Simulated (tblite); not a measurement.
C₆H₁₄P₂.
Cartesian coordinates in Å at the GFN2-xTB level; atoms count from 1:
```xyz
22
C6H14P2 angstrom
C     -3.3597    0.6041   -0.6389
C     -2.0306   -0.0420   -0.3972
C     -1.9808   -1.0189    0.7338
P     -0.7603    0.3622   -1.4254
C      0.6511   -0.6765   -0.7846
P      1.3915    0.0307    0.7764
C      2.9658   -0.9466    0.7592
C      2.0487    1.6011    0.0576
H     -3.3193    1.2784   -1.4922
H     -4.1202   -0.1555   -0.8272
H     -3.6716    1.1711    0.2398
H     -1.9809   -2.0439    0.3563
H     -2.8495   -0.8967    1.3775
H     -1.0789   -0.8874    1.3326
H      1.4186   -0.7066   -1.5654
H      0.3141   -1.6971   -0.5876
H      3.4681   -0.8736   -0.2050
H      2.7460   -1.9904    0.9770
H      3.6225   -0.5644    1.5389
H      2.6865    2.0873    0.7942
H      2.6170    1.4125   -0.8526
H      1.2114    2.2601   -0.1679
```

Method: GFN2-xTB as coded in tblite; computed harmonic values from a numerical Hessian at the method's own geometry, unscaled. The method is semi-empirical: single wavenumbers can be off by several per cent or more. One conformer, not necessarily the lowest.

Harmonic wavenumbers (cm⁻¹): 33.2, 72.6, 89.2, 110.6, 158.3, 163.5, 187.2, 193.6, 210.4, 238.3, 274.1, 314.1, 361.8, 371.2, 393.2, 658.7, 696.8, 718.6, 739.9, 751.6, 767.4, 819.2, 857.0, 897.8, 931.7, 958.0, 983.0, 993.4, 1032.2, 1043.0, 1118.6, 1220.1, 1318.2, 1322.3, 1323.9, 1392.0, 1399.1, 1399.8, 1435.9, 1446.5, 1449.3, 1460.4, 1470.7, 1474.7, 1478.5, 1487.3, 2910.4, 2940.0, 2964.0, 2971.5, 2979.8, 2984.8, 2988.8, 2992.7, 3004.1, 3007.7, 3011.2, 3013.2, 3025.2, 3028.4.

A = 2662, B = 757.8, C = 691.7 MHz; mass 148.057 u (most abundant isotopes); point group C1, symmetry number 1.

**Question.** What is the zero-point energy?

**Answer.** ½Σν̃ = 40019 cm⁻¹ = 478.74 kJ/mol.

**Question.** What is S at 298.15 K and 1 bar for an ideal gas of classical rigid rotors and harmonic oscillators?

**Answer.** Translation 171.18, rotation 124.78, vibration 164.20: S = 460.2 J/(mol K).

**Question.** And Cp and H(298.15 K) − H(0)?

**Answer.** Cp = 190.21 J/(mol K), of which vibrations give 156.95 (their classical limit is 60 R = 498.9); H(298.15 K) − H(0) = 35.19 kJ/mol without the zero-point energy, 25.28 from vibrations.

**Question.** Which modes carry the vibrational entropy at 298.15 K?

**Answer.** 33.2 cm⁻¹: 23.55; 72.6 cm⁻¹: 17.08; 89.2 cm⁻¹: 15.39; 110.6 cm⁻¹: 13.63; 158.3 cm⁻¹: 10.75; 163.5 cm⁻¹: 10.50 J/(mol K); the other 54 give 73.30 together.

**Question.** Blend soft modes into free rotors: weight 1/[1 + (100 cm⁻¹/ν̃)⁴] for the oscillator and the rest for a rotor with moment μB/(μ + B), μ = h/(8π²ν), B = 10⁻⁴⁴ kg m². What vibrational entropy results?

**Answer.** 151.56 J/(mol K) in place of 164.20, which changes −T·S at 298.15 K by +3.77 kJ/mol.

**Question.** What must be added to the electronic energy to get the Gibbs energy at 298.15 K and 1 bar?

**Answer.** ZPE + [H(298.15 K) − H(0)] − T·S = 478.74 + 35.19 − 137.20 = 376.73 kJ/mol.

**Question.** How do the functions run with temperature in this model?

**Answer.** 
```tsv
T (K)	S (J/(mol K))	Cp (J/(mol K))	H − H(0) (kJ/mol)	G − H(0) (kJ/mol)	ln q(vib)
100	309.8	98.6	6.32	-24.65	2.42
200	393.6	146.3	18.69	-60.03	6.10
300	461.3	191.0	35.55	-102.86	9.62
500	579.0	272.9	82.30	-207.18	16.17
800	726.7	355.5	177.55	-403.79	25.16
1000	810.2	393.1	252.59	-557.65	30.63
```

q(vib) and H(0) count from the zero-point level.

Hindered rotation and anharmonicity are outside this model. Other conformers, if any are populated, would add a mixing term that is left out. The structure is chiral; the term R ln 2 for an equal mix with its mirror image is left out.
